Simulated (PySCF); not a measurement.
Order these species by their calculated properties.

Species are written as SMILES; each is one conformer at its optimised geometry, gas phase, non-relativistic unless stated; the electronic structure was computed with PySCF and density fitting.

The conformers computed, where there is a choice (atom-mapped SMILES and torsion angles):
- `[O:1]=[S:2](=[O:3])([Cl:4])[CH2:5][CH:6]([SiH3:7])[SiH3:8]`: O1–S2–C5–C6 67°, S2–C5–C6–Si7 -64°
- `[CH3:1][C:2]([CH3:3])([CH3:4])[CH2:5][n:6]1[n:7][cH:8][cH:9][n:10]1`: C1–C2–C5–N6 180°, C2–C5–N6–N7 -90°
- `[CH2:1]=[CH:2][C@H:3]1[O:4][CH2:5][C:6]12[CH2:7][O:8][CH2:9]2`: C1–C2–C3–O4 148°
- `[CH3:1][CH2:2][CH2:3][CH2:4][n:5]1[n:6][n:7][cH:8][c:9]1[CH3:10]`: C1–C2–C3–C4 178°, C2–C3–C4–N5 -179°, C3–C4–N5–N6 88°
- `[O:1]=[C:2]1[CH2:3][O:4][C@@H:5]1[CH:6]1[CH2:7][CH2:8][CH2:9]1`: O4–C5–C6–C7 65°
- `[CH2:1]=[CH:2][C:3]#[C:4][SiH2:5][S:6][SiH3:7]`: C4–Si5–S6–Si7 180°
- `[CH3:1][O:2][c:3]1[cH:4][cH:5][c:6]([C:7](=[O:8])[Cl:9])[cH:10][cH:11]1`: C1–O2–C3–C4 180°, C5–C6–C7–O8 180°
- `[CH3:1][CH2:2][C:3]([CH3:4])([CH3:5])[n:6]1[cH:7][cH:8][n:9][n:10]1`: C1–C2–C3–C4 176°, C2–C3–N6–C7 59°

The conformers of `CO[C@@H]1CCC=CC1=O` aren't listed.

Question: Rank by HOMO energy, lowest first (PBE0/pcSseg-1 at GFN2-xTB geometries).
A. `CC(C)(Cn1nccn1)C`
B. `C=C[C@H]1OCC12COC2`
C. `CO[C@@H]1CCC=CC1=O`
D. `n1(CCCC)c(cnn1)C`
E. `O=S(=O)(Cl)CC([SiH3])[SiH3]`

Answer: E (-8.79 eV), A (-7.52 eV), B (-7.32 eV), D (-7.13 eV), C (-6.80 eV).

Q: By how much do the two ends of that ranking differ?

A: By 1.99 eV, between `CO[C@@H]1CCC=CC1=O` and `O=S(=O)(Cl)CC([SiH3])[SiH3]`.

Question: Rank by HOMO–LUMO gap, lowest first (PBE0/pcSseg-1 at GFN2-xTB geometries).
A. `C=C[C@H]1OCC12COC2`
B. `C=CC#C[SiH2]S[SiH3]`
C. `C(n1c(cnn1)C)CCC`
D. `O=C1CO[C@@H]1C1CCC1`
E. `CC(C)(C)Cn1nccn1`
F. `O=S(=O)(Cl)CC([SiH3])[SiH3]`

Answer: B (5.88 eV), D (6.51 eV), A (7.11 eV), F (7.22 eV), C (7.37 eV), E (7.53 eV).

Q: By how much do the two ends of that ranking differ?

A: By 1.65 eV, between `CC(C)(C)Cn1nccn1` and `C=CC#C[SiH2]S[SiH3]`.

Question: Rank by smallest rotational constant, highest first (GFN2-xTB).
A. `CC(C)(C)Cn1nccn1`
B. `CCC(C)(C)N1C=CN=N1`
C. `C(C)CCn1c(cnn1)C`
D. `COc1ccc(C(=O)Cl)cc1`

Answer: B (1.027 GHz), A (0.834 GHz), C (0.597 GHz), D (0.397 GHz).

Q: Give the two extremes of that set in cm⁻¹.

A: `COc1ccc(C(=O)Cl)cc1`: 0.0132 cm⁻¹; `CCC(C)(C)n1ccnn1`: 0.0343 cm⁻¹.

Question: Rank by dipole moment, lowest first (PBE0/pcSseg-1 at GFN2-xTB geometries).
A. `CCCCn1nncc1C`
B. `CCC(C)(C)n1ccnn1`
C. `O=S(=O)(Cl)CC([SiH3])[SiH3]`
D. `COc1ccc(C(=O)Cl)cc1`
E. `C=C[C@H]1OCC12COC2`
F. `O=C1CO[C@@H]1C1CCC1`

Answer: E (0.19 D), F (1.14 D), C (3.41 D), B (4.61 D), A (5.22 D), D (5.50 D).
